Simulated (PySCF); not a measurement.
**Spinor energies of Lu (lutetium, neutral)**

Start: [Xe] 4f14 5d1 6s1 6p1; 5d5/2 filled at m_j = +5/2; 6s1/2 filled at m_j = +1/2; 6p3/2 filled at m_j = +3/2. Calculated with PySCF 2.14 in x2c-SVPall-2c with one added diffuse shell each of s, p, d type (8s11p10d2f1g, 114 functions): generalised Hartree-Fock with the X2C-1e Hamiltonian and a Gaussian nucleus; spin-orbit coupling (SO) screened by Boettger's factors. This is a chosen level, not necessarily the ground level.

| spinor shell | electrons | ε, screened SO (eV) | weight of nominal j (screened SO) | rms radius, screened SO (bohr) |
| --- | --- | --- | --- | --- |
| 1s1/2 | 2 | -63630.8 | 1.000 | 0.0219 |
| 2s1/2 | 2 | -10965.7 | 1.000 | 0.0885 |
| 2p1/2 | 2 | -10447.4 | 1.000 | 0.0754 |
| 2p3/2 | 4 | -9323.9 | 1.000 | 0.0825 |
| 3s1/2 | 2 | -2544.3 | 1.000 | 0.227 |
| 3p1/2 | 2 | -2315.0 | 1.000 | 0.218 |
| 3p3/2 | 4 | -2070.8 | 1.000 | 0.232 |
| 3d3/2 | 4 | -1685.6 | 1.000 | 0.206 |
| 4s1/2 | 2 | -537.19 | 1.000 | 0.509 |
| 4p1/2 | 2 | -442.38 | 1.000 | 0.520 |
| 4p3/2 | 4 | -386.33 | 1.000 | 0.552 |
| 4d3/2 | 4 | -229.90 | 1.000 | 0.584 |
| 4d5/2 | 6 | -219.40 | 1.000 | 0.597 |
| 5s1/2 | 2 | -75.130 | 1.000 | 1.27 |
| 5p1/2 | 2 | -45.709 | 0.997 | 1.42 |
| 5p3/2 | 4 | -38.677 | 0.998 | 1.54 |
| 4f5/2 | 6 | -24.827 | 0.998 | 0.795 |
| 4f7/2 | 8 | -23.288 | 0.999 | 0.808 |
| 6s1/2 | 1 | -8.439 | 0.996 | 3.97 |
| 5d5/2 | 1 | -6.512 | 1.000 | 3.28 |
| 6p3/2 | 1 | -4.530 | 1.000 | 5.43 |

(1) Where does 3d5/2 lie, and what is the 3d spin-orbit splitting (screened SO)?

| quantity | screened SO |
| --- | --- |
| E (hartree) | -14566.05912 |
| M_J | 9/2 |
| ⟨J²⟩ | 24.777 |
| ⟨L²⟩ | 12.132 |
| ⟨S²⟩ | 3.862 |

Each row is a mean over spinors that exchange with the open shell spreads, by up to 2.297 eV (5p3/2).

Breit and QED terms are absent; they matter most for the inner s and p1/2 levels.

Densities and radii are taken from the X2C orbitals without a picture-change correction, which distorts them close to the nucleus.

## Answers

(1) At -1632.9 eV, 52.676 eV above 3d3/2.
